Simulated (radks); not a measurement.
Results of a calculation; reference values are marked as such.
Al III, configuration [He] 2s2 2p4 3s1 4s2 (not the ground configuration). Code: a radial shooting solver on a logarithmic mesh with Libxc functionals. Model: Dirac Kohn-Sham, PBE, spin-unpolarised, spherical densities, point nucleus; open shells fill j = l - 1/2 first.

Spin-orbit splittings of the eigenvalues, e(l+1/2) - e(l-1/2), with zeta = 2 splitting/(2l+1) and mean radii in bohr:

shell	occ.	splitting (eV)	zeta (eV)	<r> j=l-1/2	<r> j=l+1/2
2p	4	0.5322	0.3548	0.5425	0.5443
3p	0	0.07005	0.04670	1.898	1.902
3d	0	0.005470	0.002188	2.111	2.112
4f	0	0.0002115	0.00006044	4.911	4.911
